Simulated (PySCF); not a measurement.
CH₅BOS. Atoms are numbered in the order given.

```xyz
9

B      0.1171     0.4061     0.0000
C     -1.0738     1.4425     0.0000
H     -1.0122     2.0993    -0.8863
H     -1.0122     2.0993     0.8863
H     -2.0684     0.9733     0.0000
O      1.4274     0.7801     0.0000
H      1.5494     1.7381     0.0000
S     -0.2531    -1.3771     0.0000
H      1.0314    -1.8034     0.0000
```

Geometry optimised at B3LYP-D3(BJ)/def2-SVP. Other conformers were not sampled.

All values below come from B3LYP/pcSseg-1 run with PySCF.

GIAO shieldings, no solvent; atoms alike by connectivity are averaged. δ = σ(ref) − σ: ¹¹B against BF3 (σ = 86.3 ppm); ¹³C against TMS (σ = 181.3 ppm); ¹H against TMS (σ = 31.68 ppm); ¹⁷O against H2O (σ = 333.8 ppm); ³³S against H2S (σ = 695.8 ppm), references at their B3LYP-D3(BJ)/def2-TZVP geometries, non-relativistic.

```json
[
 {"nucleus": "¹¹B", "atoms": "B1", "count": "1", "δ (ppm)": "40.2"},
 {"nucleus": "¹³C", "atoms": "C2", "count": "1", "δ (ppm)": "6.2"},
 {"nucleus": "¹H", "atoms": "H7", "count": "1", "δ (ppm)": "4.86"},
 {"nucleus": "¹H", "atoms": "H9", "count": "1", "δ (ppm)": "2.47"},
 {"nucleus": "¹H", "atoms": "H3, H4, H5", "count": "3", "δ (ppm)": "0.75"},
 {"nucleus": "¹⁷O", "atoms": "O6", "count": "1", "δ (ppm)": "170.8"},
 {"nucleus": "³³S", "atoms": "S8", "count": "1", "δ (ppm)": "124.1"}
]
```
